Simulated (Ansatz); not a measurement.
A nudged elastic band was laid between two geometries of BFH3N + H2O (9 atoms, charge 0, multiplicity 1).

These are results of Ansatz 0.2.0, RHF/def2-SVP, not measurements.

* movable images: 9
* climbing image: yes
* spring: 5.0 eV/Å²
* optimiser: quadratic models (default)
* start path: through a guess of the saddle point
* force threshold: 0.05 eV/Å
* iteration limit: 60
* end points: relaxed

First end point:

```xyz
9
Properties=species:S:1:pos:R:3
B -0.119 -0.297 -0.232
F -0.200 -0.465 1.093
H 0.947 -0.069 -0.719
N -1.274 -0.431 -0.993
H -2.165 -0.644 -0.593
H -1.280 -0.316 -1.983
O -0.200 2.477 1.138
H -1.141 2.547 1.187
H 0.016 1.738 1.689
```

Last end point:

```xyz
9
Properties=species:S:1:pos:R:3
B -0.536 0.059 -0.267
F 1.145 1.457 2.662
H 0.336 -0.744 -0.103
N -1.455 -0.095 -1.311
H -1.407 -0.870 -1.938
H -2.208 0.531 -1.509
O -0.581 1.115 0.609
H -1.273 1.745 0.474
H 0.563 1.343 1.970
```

Question: Which bonds break or form, and what moves?

Answer: Bonds broken: B1–F2, O7–H9. Bonds formed: B1–O7, F2–H9. BFH3N + H2O becomes BH4NO + FH.

Question: What energy profile does the band end with?

Answer: The forces met the threshold. The highest image is number 5 of 0 to 10, 171.5 kJ/mol above the first end and 160.2 kJ/mol above the last; the last end lies 11.3 kJ/mol above the first. The profile has 2 maxima (images 2, 5) with wells between them (image 4): this band takes more than one step, which may be the mechanism or a detour left from its start path. Neighbouring images differ by up to 1.7 eV, so the band resolves the path poorly. A vibrational analysis at the climbing image gives one clearly imaginary mode, 1447i cm⁻¹: a first-order saddle point. The orbitals stay closed-shell, which can raise the energy where a bond breaks towards radicals; this wasn't checked here.

| image | path coordinate (Å) | energy (kJ/mol) | B1–F2 (Å) | O7–H9 (Å) | B1–O7 (Å) |
| --- | --- | --- | --- | --- | --- |
| 0 | 0.00 | 0.0 | 1.34 | 0.95 | 3.09 |
| 1 | 1.29 | 14.5 | 1.34 | 0.95 | 2.71 |
| 2 | 2.59 | 75.6 | 1.33 | 0.95 | 2.30 |
| 3 | 3.88 | 16.7 | 1.34 | 0.95 | 2.83 |
| 4 | 5.17 | 11.8 | 1.35 | 0.95 | 2.57 |
| 5 | 6.47 | 171.5 | 1.75 | 1.14 | 1.52 |
| 6 | 7.28 | 36.2 | 2.55 | 1.72 | 1.39 |
| 7 | 8.09 | 17.6 | 3.08 | 1.85 | 1.38 |
| 8 | 8.90 | 14.1 | 3.36 | 1.81 | 1.38 |
| 9 | 9.71 | 12.0 | 3.56 | 1.80 | 1.37 |
| 10 | 10.52 | 11.3 | 3.66 | 1.79 | 1.37 |

Question: What is the geometry of the highest image?

Answer: 
```xyz
9
Properties=species:S:1:pos:R:3
B -0.143 0.270 -0.066
F -0.366 -0.013 1.644
H 0.895 -0.250 -0.336
N -1.315 0.005 -0.828
H -1.359 -0.858 -1.331
H -2.217 0.270 -0.484
O -0.009 1.701 0.439
H -0.694 2.282 0.139
H -0.209 1.135 1.409
```

The run took 2.3 min on 2 threads of Arm Neoverse V2, with other jobs on the host, peak memory 0.13 GiB.
